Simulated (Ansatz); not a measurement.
# Energy profile

The step: SiCl₂ + HCl → SiCl₂ + HCl; bonds formed: Si1–Cl4, Cl2–H3; bonds broken: Si1–Cl2, H3–Cl4 (atoms numbered as in the saddle structure below).

Si1  (0.651, 0.852, -0.536)
Cl2  (0.187, -1.459, -0.880)
H3  (0.139, -1.033, 0.611)
Cl4  (0.293, 0.073, 1.688)
Cl5  (-1.270, 1.567, -0.883)
(Å)

Electronic energies by CCSD(T) at an estimated basis limit (MP2 extrapolated from triple and quadruple zeta, plus CCSD(T) − MP2 in triple zeta), on PBE0-D4/def2-TZVP structures; SiHCl3, singlet; no counterpoise correction. Computed with Ansatz 0.2.0 (basis: def2-TZVPP and def2-QZVPP); correlated methods freeze the cores. Extrapolation: Hartree–Fock as exp(−7.88 √X), correlation as X^−2.97.

(1) Give the profile in kcal/mol, counted from the separated reactants. (Judge from chemistry; the value comes from the calculation.)

The T1 diagnostic stays at or below 0.013. The restricted Hartree–Fock reference is unstable towards an unrestricted one at one or more of these structures.

Results:

(1) Computed:
```json
{"point": "separated: SiCl2 (linked as [Cl][Si][Cl]; Si1, Cl2, Cl5; singlet) + HCl (H3, Cl4; singlet)", "kcal/mol": "0.00"}
{"point": "start structure", "kcal/mol": "-2.55"}
{"point": "saddle", "kcal/mol": "10.11"}
{"point": "end structure", "kcal/mol": "-2.56"}
{"point": "separated: SiCl2 (linked as [Cl][Si][Cl]; Si1, Cl4, Cl5; singlet) + HCl (Cl2, H3; singlet)", "kcal/mol": "0.00"}
```

For scale, one of the runs: CCSD(T)/def2-TZVPP, 182 basis functions, launched by `ansatz run in.yaml --threads 2 --pin off --events-out ev --progress --plain --max-ram 4352MiB`. Hardware: 2 CPU threads of an Intel Xeon Platinum 8488C, shared host. Wall time 35 s; peak host memory 1.5 GiB.
